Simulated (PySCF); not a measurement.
Species: C5H7NO2.
Z-matrix (Å and degrees, PBE0-D3(BJ)/def2-SVP geometry), rows numbered from 1:
```
C 
C   1  1.3285
O   2  1.3710  1  120.46
C   3  1.3510  2  118.48  1  -179.65
O   4  1.1999  3  123.93  2     0.60
C   4  1.5028  3  110.55  2  -178.28
C   6  1.4984  4  113.02  3  -166.05
N   7  1.2660  6  120.69  4   144.08
H   1  1.0920  2  121.38  3     0.07
H   1  1.0902  2  119.57  3  -179.98
H   2  1.0925  1  125.21  3  -179.97
H   6  1.1065  4  106.59  3    73.82
H   6  1.0992  4  110.89  3   -41.13
H   7  1.1057  6  114.91  4   -36.16
H   8  1.0243  7  110.09  6   178.77
```

Computed with PySCF at PBE0/def2-SVPD, non-relativistic, on one gas-phase PBE0-D3(BJ)/def2-SVP geometry that isn't relaxed in the solvent. The solvent is an IEF-PCM continuum (cavity from Bondi-type radii × 1.2), and excitations are vertical TDDFT with non-equilibrium linear response and a frozen core. Specific hydrogen bonds and non-electrostatic terms are outside this model.

Gas-phase singlets (H = HOMO, L = LUMO):

```tsv
state	E (eV)	λ (nm)	f	leading configuration
S1	5.336	232	0.002	H-1→L+1 97%
S2	5.760	215	0.001	H-2→L 57%
S3	6.138	202	0.339	H→L 91%
S4	6.342	195	0.003	H-1→L 63%
S5	6.365	195	0.034	H→L+1 96%
```

**Question.** Give the list for dichloromethane (ε = 8.93), n² = 2.03.

**Answer.** 
| state | E (eV) | λ (nm) | f | leading configuration | change by rank (eV) |
| --- | --- | --- | --- | --- | --- |
| S1 | 5.432 | 228 | 0.002 | H-1→L+1 96% | +0.096 |
| S2 | 5.855 | 212 | 0.002 | H-2→L 57% | +0.095 |
| S3 | 6.017 | 206 | 0.444 | H→L 95% | -0.121 |
| S4 | 6.341 | 196 | 0.017 | H→L+1 98% | -0.001 |
| S5 | 6.451 | 192 | 0.003 | H-1→L 64% | +0.086 |

**Question.** Give the list for acetonitrile (ε = 35.69), n² = 1.81.

**Answer.** 
```json
{"state": "S1", "E (eV)": "5.454", "λ (nm)": "227", "f": "0.002", "leading configuration": "H-1→L+1 96%", "change by rank (eV)": "+0.118"}
{"state": "S2", "E (eV)": "5.870", "λ (nm)": "211", "f": "0.002", "leading configuration": "H-2→L 56%", "change by rank (eV)": "+0.110"}
{"state": "S3", "E (eV)": "6.032", "λ (nm)": "206", "f": "0.432", "leading configuration": "H→L 95%", "change by rank (eV)": "-0.106"}
{"state": "S4", "E (eV)": "6.340", "λ (nm)": "196", "f": "0.016", "leading configuration": "H→L+1 98%", "change by rank (eV)": "-0.002"}
{"state": "S5", "E (eV)": "6.472", "λ (nm)": "192", "f": "0.003", "leading configuration": "H-1→L 64%", "change by rank (eV)": "+0.107"}
```

**Question.** The ground-state energy changes by -0.336 eV from gas to acetonitrile. By how much does the total energy of gas-phase S1 change?

**Answer.** E(S1) = E(S0) + excitation energy, so it changes by -0.336 + 0.118 = -0.218 eV: it is lowered less than the ground state, which is what a blue shift means. This is the vertical state, with the slow part of the continuum still set for S0.

**Question.** How do the frontier levels move from gas to acetonitrile?

**Answer.** 
```tsv
orbital	gas (eV)	solvent (eV)	change (eV)	Löwdin shares, gas	Löwdin shares, solvent
LUMO+2	0.58	0.70	+0.12	C2 22 %, C1 16 %, O3 12 %, C4 11 %	C2 25 %, C1 18 %, O3 14 %, C4 11 %
LUMO+1	-0.51	-0.44	+0.07	C7 38 %, N8 37 %, C6 8 %, H14 5 %	C7 39 %, N8 36 %, C6 8 %, H14 5 %
LUMO	-0.75	-0.67	+0.08	C4 27 %, O5 19 %, C1 16 %, C2 13 %	C4 28 %, O5 20 %, C1 16 %, C2 12 %
HOMO	-7.59	-7.50	+0.09	C1 37 %, C2 28 %, O3 18 %, O5 5 %	C1 37 %, C2 28 %, O3 18 %, O5 4 %
HOMO-1	-7.90	-7.96	-0.06	N8 58 %, C7 15 %, H15 8 %, H14 6 %	N8 56 %, C7 15 %, H15 8 %, H14 7 %
HOMO-2	-8.72	-8.75	-0.03	O5 58 %, C6 9 %, C4 8 %, O3 7 %	O5 56 %, C6 10 %, C4 8 %, O3 7 %
HOMO-3	-9.38	-9.34	+0.04	N8 44 %, C7 29 %, C6 8 %, O5 6 %	N8 42 %, C7 27 %, C6 8 %, O5 8 %
```

The HOMO–LUMO gap goes from 6.84 to 6.83 eV.
